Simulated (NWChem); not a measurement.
Molecule: SnNH3, singlet; SMILES [NH2][SnH]

```xyz
5

Sn     0.0324    -0.3224     0.0000
H     -1.7563    -0.3692     0.0000
N      0.0139     1.7047     0.0000
H     -0.8176     2.2867     0.0000
H      0.8572     2.2698     0.0000
```
Atoms are numbered in this order, from 1.

Program: NWChem. Low-valent species are run as closed-shell singlets; no triplet was tried in these runs. Structure relaxed at the PBE0/def2-SVP level. def2 effective core potentials on Sn; no spin-orbit coupling. Total energies compare along this basis series because the functional is fixed.

```
level           basis functions  energy (Ha)  highest occupied level (eV)  orbital gap (eV)  dipole (D)  relative time
--------------  ---------------  -----------  ---------------------------  ----------------  ----------  -------------
PBE/def2-SVP                 55    -270.7284                        -5.37              2.87        1.42              1
PBE/def2-SVPD                76    -270.7395                        -5.51              2.82        0.99              2
PBE/def2-TZVP                99    -270.8084                        -5.51              2.85        1.11              3
PBE/def2-TZVPP              123    -270.8102                        -5.51              2.85        1.08              6
PBE/def2-QZVP               229    -270.8162                        -5.54              2.84        0.99             20
```

Relative times are rough (shared machine, one core).
